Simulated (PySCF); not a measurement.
PySCF 2.14 output of an unrestricted B97-3 calculation on a single atom or ion in aug-cc-pwCVDZ-PP with ECP28MDF (6s6p5d3f, 70 functions), with a scalar-relativistic core potential:

```
SCF conv_tol = 1e-09
number electrons alpha = 7  beta = 4
    T. W. Keal and D. J. Tozer.,  J. Chem. Phys. 123, 121103 (2005)
cycle= 1 E= -55.5730048069788  delta_E= -0.00391  |g|= 0.0144  |ddm|= 0.902
cycle= 2 E= -55.5731973363444  delta_E= -0.000193  |g|= 0.00503  |ddm|= 0.0974
cycle= 3 E= -55.5732593440376  delta_E= -6.2e-05  |g|= 0.0029  |ddm|= 0.0326
cycle= 4 E= -55.573318134732  delta_E= -5.88e-05  |g|= 0.00206  |ddm|= 0.0255
cycle= 5 E= -55.573376490724  delta_E= -5.84e-05  |g|= 0.000385  |ddm|= 0.0462
cycle= 6 E= -55.5733774311816  delta_E= -9.4e-07  |g|= 8.87e-05  |ddm|= 0.00648
cycle= 7 E= -55.5733774973618  delta_E= -6.62e-08  |g|= 1.72e-05  |ddm|= 0.00154
cycle= 8 E= -55.5733774992143  delta_E= -1.85e-09  |g|= 2.78e-06  |ddm|= 0.000275
cycle= 9 E= -55.5733774992539  delta_E= -3.95e-11  |g|= 4.41e-07  |ddm|= 3.37e-05
converged SCF energy = -55.5733774992539  <S^2> = 3.7510175  2S+1 = 4.0005087
```

The run itself started from symmetry-adapted Hartree-Fock orbitals and held the occupation by maximum overlap, on a logarithmic radial grid, so the iterations belong to that start.

Task: Which element, charge and spin multiplicity is this?

Result: Nb²⁺ (niobium, charge +2), multiplicity 4; the state was [Kr] 4d2 5p1, one real determinant (an excited configuration).

⟨L²⟩ = 13.91 against 20 for a pure G term, so this real determinant mixes terms. Energies and moments cover only the electrons outside the core potential.
